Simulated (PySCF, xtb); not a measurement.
B(OH)(SeH)2 (BH₃OSe₂), SMILES OB([SeH])[SeH]. Other conformers were not sampled.

Harmonic wavenumbers (cm⁻¹) from GFN2-xTB run with xtb at its own minimum, in rising order: 131, 215, 257, 265, 345, 374, 512, 591, 680, 703, 915, 1262, 2022, 2045, 3592.

What does PBE-D3(BJ)/def2-SVP (PySCF) give at its own minimum? (Estimate from the structure and the level; the computed values follow.)

136, 140, 269, 291, 383, 434, 461, 653, 728, 791, 1050, 1316, 2329, 2365, 3752. Paired by order, the mean absolute difference is 96 cm⁻¹ and the zero-point energies are 19.9 and 21.6 kcal/mol.
